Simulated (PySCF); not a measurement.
SMILES ClC(=[CH])Cl (C2HCl2), doublet (PBE0/def2-SVP optimised geometry):

```
5

C     -0.705    -0.008     0.000
C      0.606    -0.008     0.000
Cl     1.541    -1.458     0.000
Cl     1.538     1.458     0.000
H     -1.541     0.683     0.000
```

Level of theory: unrestricted PBE0/def2-TZVP (PySCF).

Question: What are the frontier orbital energies (α orbitals alone; a β orbital can be the lowest empty one) and the dipole moment?

Answer: HOMO-2 -9.34 eV, HOMO-1 -8.02 eV, HOMO -7.93 eV, LUMO -0.69 eV, LUMO+1 -0.01 eV; dipole moment 1.19 D.

On the same geometry unrestricted PBE/def2-TZVP in PySCF gives HOMO-2 -7.93 eV, HOMO-1 -6.68 eV, HOMO -6.48 eV, LUMO -1.65 eV, LUMO+1 -1.19 eV; dipole moment 1.02 D.

Meta-Löwdin charges at PBE0/def2-TZVP: C1 -0.15, C2 -0.02, Cl3 0.01, Cl4 -0.01, H5 0.17.
